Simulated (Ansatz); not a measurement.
A run for Ansatz (a quantum-chemistry and plane-wave program): R-wB97M-V/def2-TZVPPD on H4OSi (SMILES O[SiH3]) with ghost functions, monomers drawn apart or pushed together. Files ending in .json are basis or fitting sets from the Basis Set Exchange.

Ansatz 0.2 input:
```yaml
crystal:
  periodic: [false, false, false]
  atoms:
    - {symbol: O, position_ang: [1.01580092, -1.42940850, 3.92067061]}
    - {symbol: Si, position_ang: [0.89290203, -0.17079662, 4.97731211]}
    - {symbol: H, position_ang: [0.75684996, -1.26138220, 3.00517511]}
    - {symbol: H, position_ang: [1.77787677, 0.96068890, 4.59868423]}
    - {symbol: H, position_ang: [1.29797309, -0.69425978, 6.29757944]}
    - {symbol: H, position_ang: [-0.49531234, 0.35316672, 5.05362554]}
basis:
  gaussian:
    orbitals: def2-TZVPPD.json
    ghost_atoms:
      - {symbol: As, position_ang: [-0.37087047, -0.12669010, -0.24454212]}
      - {symbol: H, position_ang: [-1.82746168, -0.18720242, -0.67450692]}
      - {symbol: H, position_ang: [0.14982197, -0.50947290, -1.62037825]}
      - {symbol: H, position_ang: [-0.25696793, 1.36491626, -0.51510325]}
hamiltonian:
  xc: {name: wB97M-V}
scf: {lower_state_search: off}
```

It printed:

```
Functional definition: wB97M-V
[...]
these checks for a lower state are left out or cut short: stability, starts, cluster_reference, orbital_swaps, neighbouring_geometries, increment
integrals: 0.26 GiB planned
1285 factors; their error is unknown
integrals: 0.29 GiB planned
364 factors; integrals over basis functions are off by at most 3.7e-5 eV
mean field: 1.70 GiB planned
mean field evaluation 1: about -9987.1201 eV, gradient 4.6e1 eV
mean field evaluation 2: about -9985.7552 eV, gradient 5.5e1 eV
mean field evaluation 4: about -9990.4758 eV, gradient 3.4e-1 eV
mean field evaluation 8: about -9990.4877 eV, gradient 3.0e-1 eV
mean field evaluation 16: about -9990.4878 eV, gradient 1.1e-5 eV
mean field -9990.48784647 eV, -367.1436565619 hartree, gradient 2.1e-6 eV, S^2 0.000000; 0 other end points of the search recorded, 0 dependent functions left out
reference -9990.48789975 eV, -367.1436585199 hartree; 13, 13 occupied and 248, 248 virtual orbitals, 1285 factors
Total energy: -9990.48789975 eV, -367.1436585199 hartree
Checks for a lower state left out: stability, starts, cluster_reference, orbital_swaps, neighbouring_geometries, increment
```

The run converged.

Cost: around 10 core-seconds (rough).
